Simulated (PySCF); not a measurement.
Sn(OH)3(OSiH3) (H6O4SiSn), SMILES [OH][Sn]([OH])([OH])[O][SiH3].

The structure is a stationary point at r2SCAN-D4/def2-SVP. A frequency run showed that this geometry is not a minimum. The def2 effective core potentials stand for the cores of Sn; spin–orbit coupling is left out. Other conformers were not sampled.

Two levels are set side by side: PBE/def2-TZVP (PySCF) and B3LYP/def2-TZVP (PySCF). Same geometry, gas phase. Differences are taken from unrounded values.

```csv
quantity,B3LYP
orbital gap (eV),6.09
highest occupied level (eV),-8.54
lowest empty level (eV),-2.45
dipole moment (D),1.01
mean polarisability (bohr³),75.1
```

Task: What does PBE give, and how far is it from B3LYP? (An estimate is asked for; the answer gives what the named calculation found.)

Result: 
| quantity | PBE | PBE minus B3LYP |
|---|---|---|
| orbital gap (eV) | 4.19 | -1.91 |
| highest occupied level (eV) | -7.26 | 1.28 |
| lowest empty level (eV) | -3.07 | -0.62 |
| dipole moment (D) | 1.05 | 0.04 |
| mean polarisability (bohr³) | 79.2 | 4.1 |

PBE's occupied levels lie high since its potential decays too fast outside the molecule; exact exchange lowers them and widens the gap. Loosely held outer electrons make PBE densities more polarisable. Differences between two approximate levels are no errors against the true value.

Rough cost on one machine, each run with all the roots and properties that it gave: B3LYP against PBE within a factor of 2.
